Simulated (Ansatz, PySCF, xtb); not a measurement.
Protons, H atoms and electrons added to or taken from N=C=O. Gas-phase values, no solvent. One relaxed conformer stands for each flexible species; it need not be the lowest. Strings in code marks are SMILES.

Quantity: electronic energy of isomers of CH2NO (charge +1) relative to `[NH2+]=C=O`, in eV.

Level 1: frozen-core MP2/cc-pVTZ // M06-2X/def2-TZVP (Ansatz, a program for electronic structure)
Level 2: PBE/6-31G* // M06-2X/def2-TZVP (PySCF)
Level 3: HF/STO-3G // M06-2X/def2-TZVP (PySCF)
Level 4: GFN2-xTB (xtb)

| species | level 2 | level 3 | level 4 |
|---|---|---|---|
| `N=C=[OH+]` (not the most basic site) | 0.85 | 0.84 | 0.311 |

Problem. What does level 1 give for each?

Solution. 
- `N=C=[OH+]` (not the most basic site): 0.76
